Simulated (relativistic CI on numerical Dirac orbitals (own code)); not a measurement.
**Zeeman pattern of Pb⁺ 6660.20 Å at 1.5 T**

Problem. The line 6s2.7s 2S_1/2 – 6s2.7p 2P°_1/2 of Pb⁺ lies at 6660.20 Å (air; NIST Handbook). Calculate its Zeeman pattern at B = 1.5 T, seen across the field, in LS coupling, and compare it with the Doppler width at an assumed gas temperature of 600 K.

Working.
1. Landé factors g = 3/2 + [S(S + 1) − L(L + 1)]/[2J(J + 1)]: lower 2.0000, upper 0.6667.
2. The unit is μB B/hc = 0.46686 × 1.5 = 0.7003 cm⁻¹, or 310.7 mÅ at this wavelength. A component is shifted by g_u m_u − g_l m_l units. Seen across the field, the strengths for lower J and m are m² (π) and ¼(J − m)(J + m + 1) (σ).
3. π components (Δm = 0), symmetric about zero, as shift (strength, strongest of all = 100): ±0.667 (100).
4. σ components with Δm = +1, mirrored for −1: 1.333 (100).
5. The centre of the σ group lies at ḡ = 1.333 units, 414.3 mÅ from the line centre.
6. The Doppler width is 7.16 × 10⁻⁷ λ √(T/M) = 8.1 mÅ (FWHM, M = 208), so the sum of Gaussians shows separate peaks away from the centre.

Check. A relativistic CI calculation gives g = 2.0025 and 0.6661 for the two levels. The nearest fine-structure partner lies 2814 cm⁻¹ away, 4018 Zeeman units, so the weak-field formulas hold; hyperfine structure, which matters at weak fields for isotopes with nuclear spin, is neglected.
